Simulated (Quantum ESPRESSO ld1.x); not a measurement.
Question: These are the eigenvalues of the occupied orbitals of an atom or ion with whole-number occupations (eV). All-electron calculation, Dirac Kohn-Sham, PBEsol, spin-unpolarised, spherical densities, point nucleus. Program: ld1.x of Quantum ESPRESSO 7.5.

orbital  eigenvalue
1s1/2    -28286.264
2s1/2     -4700.539
2p1/2     -4423.950
2p3/2     -4212.510
3s1/2     -1309.059
3p1/2     -1197.487
3p3/2     -1158.031
3d3/2      -962.153
3d5/2      -953.898
4s1/2      -565.643
6f5/2      -156.619
6f7/2      -156.503

Which element is it, and in what charge state? The configuration may be excited. Open shells, if any, are shared by 2j + 1.

Answer: Z = 49, indium, charge +19: In19+ in [Ar] 3d10 4s1 6f1. The list shows which subshells hold electrons but not how many an open one holds; the 1s level, -1039.5 hartree, gives Z - s = 45.6 by -(Z - s)^2/2, which with screening and relativity narrows Z to a few neighbours, and the depths of the outer levels then fix element, charge and occupations together.
